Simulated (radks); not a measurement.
Results of a calculation; reference values are marked as such.
Effect of the nuclear size on neutral cobalt, [Ar] 3d7 4s2. Code: a radial shooting solver on a logarithmic mesh with Libxc functionals. Model: Dirac Kohn-Sham, relativistic LDA (MacDonald-Vosko exchange, VWN5 correlation), spin-unpolarised, spherical densities, finite nucleus; open shells fill j = l - 1/2 first; Fermi nuclear charge, rms radius 3.7875 fm. The rms radius is varied about that value; shifts are against it.

\begin{tabular}{lrrrrr}
rms radius (fm) & total energy shift (eV) & density at nucleus (e/bohr^3) & 1s1/2 shift (meV) & 2s1/2 shift (meV) & 3s1/2 shift (meV) \\ \hline
3.1209 & -0.0430 & 1.722e+04 & -18.2 & -1.66 & -0.236 \\
3.4428 & -0.0232 & 1.714e+04 & -9.81 & -0.897 & -0.127 \\
3.7875 & 0 & 1.707e+04 & 0.000 & 0.000 & 0.000 \\
3.9579 & 0.0122 & 1.703e+04 & 5.18 & 0.474 & 0.067 \\
4.2685 & 0.0359 & 1.697e+04 & 15.2 & 1.39 & 0.197 \\
\end{tabular}

Slopes of the eigenvalues against <r^2> in GHz/fm^2, as finite differences over the two radii next to the reference (eigenvalue slopes, not the field-shift constants of lines): 1s1/2 951, 2s1/2 86.9, 3s1/2 12.4.
